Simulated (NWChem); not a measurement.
Everything below was run with NWChem. System: hydrogen selenide (H$_{2}$Se), charge 0, spin multiplicity 1, at a geometry optimised with PBE/def2-SVP. Level: RHF/6-31G* (spherical d).

Input file:

```
start mol
memory heap 200 mb stack 900 mb global 1100 mb
geometry units angstroms nocenter noautoz
  Se     0.000000     0.000000    -0.057981
  H      1.053918     0.000000     0.985674
  H     -1.053918     0.000000     0.985674
  symmetry group C2v
end
basis spherical
  * library 6-31g*
end
scf
  rhf
  nopen 0
  maxiter 100
  thresh 1e-7
  semidirect memsize 60000000 filesize 0
end
task scf energy
```

NWChem printed:

```
             Northwest Computational Chemistry Package (NWChem) 7.3.0
             --------------------------------------------------------

                                NWChem Input Module
                                -------------------

 Scaling coordinates for geometry "geometry" by  1.889725989
 (inverse scale =  0.529177249)

 Turning off AUTOSYM since
 SYMMETRY directive was detected!

                             Geometry "geometry" -> ""
                             -------------------------

 Output coordinates in angstroms (scale by  1.889725989 to convert to a.u.)

  No.       Tag          Charge          X              Y              Z
 ---- ---------------- ---------- -------------- -------------- --------------
    1 Se                  34.0000     0.00000000     0.00000000    -0.05798100
    2 H                    1.0000     1.05391800     0.00000000     0.98567400
    3 H                    1.0000    -1.05391800     0.00000000     0.98567400

 Effective nuclear repulsion energy (a.u.)      24.5117224838

            Nuclear Dipole moment (a.u.)
            ----------------------------
        X                 Y               Z
 ---------------- ---------------- ----------------
     0.0000000000     0.0000000000    -0.0000113384

      Symmetry information
      --------------------

 Group name             C2v
 Group number             16
 Group order               4
 No. of unique centers     2

      Symmetry unique atoms

     1    2


 Summary of "ao basis" -> "" (spherical)
 ------------------------------------------------------------------------------
       Tag                 Description            Shells   Functions and Types
 ---------------- ------------------------------  ------  ---------------------
 *                           6-31g*                   on all atoms

 Summary of "ao basis" -> "ao basis" (spherical)
 ------------------------------------------------------------------------------
       Tag                 Description            Shells   Functions and Types
 ---------------- ------------------------------  ------  ---------------------
 Se                          6-31g*                 12       32   5s4p3d
 H                           6-31g*                  2        2   2s

                                 NWChem SCF Module
                                 -----------------

  ao basis        = "ao basis"
  functions       =    36
  atoms           =     3
  closed shells   =    18
  open shells     =     0
  charge          =   0.00
  wavefunction    = RHF
  use symmetry    = T
  symmetry adapt  = T

 Summary of "ao basis" -> "ao basis" (spherical)
 ------------------------------------------------------------------------------
       Tag                 Description            Shells   Functions and Types
 ---------------- ------------------------------  ------  ---------------------
 Se                          6-31g*                 12       32   5s4p3d
 H                           6-31g*                  2        2   2s

      Symmetry analysis of basis
      --------------------------

        a1         17
        a2          3
        b1          9
        b2          7

 Forming initial guess at       0.0s

      Superposition of Atomic Density Guess
      -------------------------------------

 Sum of atomic energies:       -2400.50180835

      Non-variational initial energy
      ------------------------------

 Total energy =   -2400.633985
 1-e energy   =   -3391.822380
 2-e energy   =     966.676672
 HOMO         =      -0.289352
 LUMO         =       0.067545

      Symmetry analysis of molecular orbitals - initial
      -------------------------------------------------

  Numbering of irreducible representations:

     1 a1          2 a2          3 b1          4 b2

  Orbital symmetries:

     1 a1          2 a1          3 b1          4 a1          5 b2
     6 a1          7 b1          8 a1          9 b2         10 b1
    11 a1         12 a1         13 a2         14 b2         15 a1
    16 b1         17 a1         18 b2         19 b1         20 a1
    21 a1         22 b1         23 a1         24 b2         25 a1
    26 a2         27 b2         28 b1

 Starting SCF solution at       0.2s

 ----------------------------------------------
         Quadratically convergent ROHF

 Convergence threshold     :          1.000E-07
 Maximum no. of iterations :          100
 Final Fock-matrix accuracy:          1.000E-09
 ----------------------------------------------

              iter       energy          gnorm     gmax       time
             ----- ------------------- --------- --------- --------
                 1    -2400.6728174647  3.51D-01  2.06D-01      0.2
                 2    -2400.6884178454  1.09D-01  5.63D-02      0.2
                 3    -2400.6897495426  1.00D-02  5.59D-03      0.2
                 4    -2400.6897615933  7.60D-05  3.10D-05      0.2
                 5    -2400.6897615941  3.57D-09  2.25D-09      0.2

       Final RHF  results
       ------------------

         Total SCF energy =  -2400.689761594101
      One-electron energy =  -3392.892107646634
      Two-electron energy =    967.690623568746
 Nuclear repulsion energy =     24.511722483787

        Time for solution =      0.0s

       Symmetry analysis of molecular orbitals - final
       -----------------------------------------------

  Numbering of irreducible representations:

     1 a1          2 a2          3 b1          4 b2

  Orbital symmetries:

     1 a1          2 a1          3 b1          4 a1          5 b2
     6 a1          7 b1          8 a1          9 b2         10 b1
    11 a1         12 a2         13 b2         14 a1         15 a1
    16 b1         17 a1         18 b2         19 b1         20 a1
    21 a1         22 b1         23 a1         24 b2         25 a1
    26 a2         27 b2         28 b1

             Final eigenvalues
             -----------------

              1
    1 -460.8439
    2  -60.6819
    3  -54.2861
    4  -54.2855
    5  -54.2845
    6   -8.9319
    7   -6.6665
    8   -6.6637
    9   -6.6565
   10   -2.6357
   11   -2.6335
   12   -2.6259
   13   -2.6227
   14   -2.6217
   15   -0.9281
   16   -0.5515
   17   -0.4786
   18   -0.3574
   19    0.1342
   20    0.1915
   21    0.3567
   22    0.3951
   23    0.4094
   24    0.4295
   25    0.7244
   26    0.7460
   27    0.7488
   28    0.8015

                       ROHF Final Molecular Orbital Analysis
                       -------------------------------------

 Vector   16  Occ=2.000000D+00  E=-5.514613D-01  Symmetry=b1
              MO Center=  1.1D-14,  7.3D-17,  5.4D-01, r^2= 1.8D+00
   Bfn.  Coefficient  Atom+Function         Bfn.  Coefficient  Atom+Function
  ----- ------------  ---------------      ----- ------------  ---------------
    11      0.529118  1 Se px                 7     -0.236826  1 Se px
    34      0.234170  2 H  s                 36     -0.234170  3 H  s
    33      0.224406  2 H  s                 35     -0.224406  3 H  s

 Vector   17  Occ=2.000000D+00  E=-4.785625D-01  Symmetry=a1
              MO Center= -2.6D-15,  4.2D-16, -5.1D-02, r^2= 1.9D+00
   Bfn.  Coefficient  Atom+Function         Bfn.  Coefficient  Atom+Function
  ----- ------------  ---------------      ----- ------------  ---------------
    13      0.588247  1 Se pz                10      0.354403  1 Se s
     9     -0.259270  1 Se pz                14     -0.227327  1 Se s
    34      0.192357  2 H  s                 36      0.192357  3 H  s
    17      0.170798  1 Se pz                33      0.159516  2 H  s
    35      0.159516  3 H  s                  6     -0.155799  1 Se s

 Vector   18  Occ=2.000000D+00  E=-3.574129D-01  Symmetry=b2
              MO Center=  2.3D-13, -3.0D-15, -3.9D-02, r^2= 1.8D+00
   Bfn.  Coefficient  Atom+Function         Bfn.  Coefficient  Atom+Function
  ----- ------------  ---------------      ----- ------------  ---------------
    12      0.737140  1 Se py                16      0.395016  1 Se py
     8     -0.313666  1 Se py

 Vector   19  Occ=0.000000D+00  E= 1.341841D-01  Symmetry=b1
              MO Center= -7.7D-14, -7.7D-15,  4.0D-03, r^2= 3.4D+00
   Bfn.  Coefficient  Atom+Function         Bfn.  Coefficient  Atom+Function
  ----- ------------  ---------------      ----- ------------  ---------------
    15      1.048818  1 Se px                34     -0.903017  2 H  s
    36      0.903017  3 H  s                 11      0.407956  1 Se px
     7     -0.170830  1 Se px

 Vector   20  Occ=0.000000D+00  E= 1.914555D-01  Symmetry=a1
              MO Center= -2.3D-14, -5.7D-16,  2.2D-01, r^2= 3.6D+00
   Bfn.  Coefficient  Atom+Function         Bfn.  Coefficient  Atom+Function
  ----- ------------  ---------------      ----- ------------  ---------------
    34     -1.184124  2 H  s                 36     -1.184124  3 H  s
    17      1.113221  1 Se pz                14      0.763610  1 Se s
    10     -0.661334  1 Se s                 13      0.379154  1 Se pz
     6      0.185530  1 Se s

 Vector   21  Occ=0.000000D+00  E= 3.567334D-01  Symmetry=a1
              MO Center=  3.8D-16,  8.4D-16,  6.1D-01, r^2= 3.4D+00
   Bfn.  Coefficient  Atom+Function         Bfn.  Coefficient  Atom+Function
  ----- ------------  ---------------      ----- ------------  ---------------
    14      2.573936  1 Se s                 10      1.446392  1 Se s
    17      1.336480  1 Se pz                34     -0.849562  2 H  s
    36     -0.849562  3 H  s                 13     -0.404761  1 Se pz

 center of mass
 --------------
 x =   0.00000000 y =   0.00000000 z =  -0.06045026

 moments of inertia (a.u.)
 ------------------
           7.644933205458           0.000000000000           0.000000000000
           0.000000000000          15.640079932242           0.000000000000
           0.000000000000           0.000000000000           7.995146726783

  Mulliken analysis of the total density
  --------------------------------------

    Atom       Charge   Shell Charges
 -----------   ------   -------------------------------------------------------
    1 Se  34    34.20   2.00  2.00  6.00  2.00  5.99  1.49  3.14  0.39  1.10  6.95  2.94  0.21
    2 H    1     0.90   0.46  0.44
    3 H    1     0.90   0.46  0.44

       Multipole analysis of the density wrt the origin
       ------------------------------------------------

     L   x y z        total         open         nuclear
     -   - - -        -----         ----         -------
     0   0 0 0     -0.000000      0.000000     36.000000

     1   1 0 0     -0.000000      0.000000      0.000000
     1   0 1 0      0.000000      0.000000      0.000000
     1   0 0 1      0.383619      0.000000     -0.000011

     2   2 0 0    -13.078572      0.000000      7.933070
     2   1 1 0      0.000000      0.000000      0.000000
     2   1 0 1      0.000000      0.000000      0.000000
     2   0 2 0    -16.899956      0.000000      0.000000
     2   0 1 1     -0.000000      0.000000      0.000000
     2   0 0 2    -13.963483      0.000000      7.347135

 Task  times  cpu:        0.2s     wall:        0.2s

 Total times  cpu:        0.2s     wall:        0.2s
```
